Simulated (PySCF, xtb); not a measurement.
C2H4F2Si, SMILES C=C(F)[SiH2]F. Other conformers were not sampled.

Harmonic wavenumbers (cm⁻¹) from GFN2-xTB run with xtb at its own minimum, in rising order: 47, 142, 280, 315, 381, 533, 559, 648, 711, 731, 759, 824, 896, 927, 1167, 1368, 1665, 2339, 2356, 3106, 3161.

Problem. What does TPSSh-D3(BJ)/def2-SVP (PySCF 2.14.0) give at its own minimum? (Estimate from the structure and the level; the computed values follow.)

Solution. 77, 138, 309, 325, 388, 651, 681, 716, 768, 858, 906, 930, 939, 985, 1228, 1384, 1695, 2293, 2297, 3158, 3266. Paired by order, the mean absolute difference is 62 cm⁻¹ and the zero-point energies are 32.8 and 34.3 kcal/mol.
